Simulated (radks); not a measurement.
Effect of the nuclear size on the argon ion Ar2+, [Ne] 3s2 3p4. All-electron calculation, Dirac Kohn-Sham, LDA (Slater exchange, Perdew-Wang correlation), spin-unpolarised, spherical densities, finite nucleus; open shells fill j = l - 1/2 first; Fermi nuclear charge, rms radius 3.4274 fm. Program: a radial shooting solver on a logarithmic mesh with Libxc functionals. The rms radius is varied about that value; shifts are against it.

| rms radius (fm) | total energy shift (eV) | density at nucleus (e/bohr^3) | 1s1/2 shift (meV) | 2s1/2 shift (meV) |
|---|---|---|---|---|
| 2.855 | -0.00566 | 4325 | -2.38 | -0.179 |
| 3.0915 | -0.00344 | 4318 | -1.45 | -0.109 |
| 3.4274 | 0 | 4309 | 0.000 | 0.000 |
| 3.6193 | 0.00212 | 4304 | 0.894 | 0.067 |
| 4.2088 | 0.00935 | 4290 | 3.94 | 0.295 |

Slopes of the eigenvalues against <r^2> in GHz/fm^2, as finite differences over the two radii next to the reference (eigenvalue slopes, not the field-shift constants of lines): 1s1/2 160, 2s1/2 12.0.
